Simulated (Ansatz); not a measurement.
Computed with Ansatz on PBE0-D4/def2-TZVP structures; ΔE is electronic, products minus reactants. CBS: MP2 limit from def2 TZ/QZ plus the TZ coupled-cluster correction, frozen cores. Functionals use def2-TZVPP. B3LYP here is the variant with VWN-RPA as its local correlation; programs differ in this. For Zn outer-core shells are correlated without core-valence functions, which leaves a few kJ/mol of doubt a bond. Scalar relativity is left out up to krypton. One conformer a species, not always the lowest.

Reaction (cleavage of the B–Zn bond): `C[SiH2][BH][ZnH]` + `O[SiH3]` → `C[SiH2]BO[SiH3]` + `[ZnH2]`

`C[SiH2][BH][ZnH]`:

```xyz
11

C    -1.225   -0.416   -1.085
Si   -0.145    0.984   -0.452
B     1.343    0.459    0.779
Zn    1.399   -1.279    1.912
H    -0.650   -1.095   -1.719
H    -2.061   -0.035   -1.676
H    -1.634   -0.997   -0.254
H    -0.967    1.876    0.435
H     0.299    1.821   -1.607
H     2.214    1.275    0.917
H     1.425   -2.592    2.750
```

`O[SiH3]`:

Cartesian coordinates in Å:
```
O -0.445 1.180 0.228
Si 0.181 -0.279 -0.214
H -0.867 1.245 1.085
H 1.240 -0.731 0.729
H 0.759 -0.081 -1.563
H -0.868 -1.334 -0.263
```

`C[SiH2]BO[SiH3]`:

Z-matrix (Å, degrees):
```
C
Si 1 1.880
H 1 1.093 2 110.6
H 1 1.093 2 111.0 3 -119.8
H 1 1.092 2 111.1 3 120.1
B 2 2.032 1 112.1 3 55.9
H 2 1.497 1 108.8 3 -62.5
H 2 1.492 1 110.0 3 -179.2
O 6 1.351 2 120.5 1 143.8
H 6 1.212 2 121.4 1 -37.6
Si 9 1.660 6 132.0 2 178.3
H 11 1.482 9 107.9 6 120.9
H 11 1.482 9 107.9 6 -120.2
H 11 1.485 9 110.0 6 0.4
```

`[ZnH2]`:

Z-matrix (Å, degrees):
```
Zn
H 1 1.544
H 1 1.544 2 180.0
```

(1) Is it downhill or uphill in electronic energy at CCSD(T)/CBS, and by how much? (Best estimate.)

(2) What do these levels give: PBE0-D4, B3LYP-D4, ωB97X-V, ωB97M-V, B2PLYP, PBE, r2SCAN, B3LYP, HF/def2-TZVPP, CCSD(T)/def2-TZVPP, HF/def2-QZVPP, MP2/CBS(def2)? (Best estimate.)

Largest T1 diagnostic among the species: 0.016.

## Answers

(1) The calculation gave: Downhill: ΔE = -34.6 kcal/mol.

(2) The calculation gave: PBE0-D4 -34.5, B3LYP-D4 -37.0, ωB97X-V -36.0, ωB97M-V -36.2, B2PLYP -36.7, PBE -33.7, r2SCAN -35.3, B3LYP -36.5, HF/def2-TZVPP -38.8, CCSD(T)/def2-TZVPP -35.7, HF/def2-QZVPP -39.0, MP2/CBS(def2) -34.9 kcal/mol.

In def2-TZVPP, CCSD(T) changes the Hartree–Fock value by +3.1 kcal/mol (the triples alone add +0.1 kcal/mol) and MP2 by +2.8 kcal/mol.
